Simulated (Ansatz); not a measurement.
Ansatz results at the PBE0-D4/def2-TZVP geometry: HOMO–LUMO gap (PBE0/def2-TZVPP) 6.41 eV; HOMO–LUMO gap (ωB97M-V/def2-TZVPP) 10.29 eV; LUMO energy (ωB97M-V/def2-TZVPP) 0.76 eV.

Each molecule was computed in one conformer, which needn't be the lowest.

Which molecule gave them?
A. `F[SiH2]S[SiH3]`
B. `F[SiH2][SiH2]S`
C. `CC1B[SiH2]1`
D. `NB(O)C=O`

B. The others give `F[SiH2]S[SiH3]`: 7.71, 11.64, 1.57; `NB(O)C=O`: 5.45, 10.14, 0.83; `CC1B[SiH2]1`: 5.44, 9.40, 0.59.
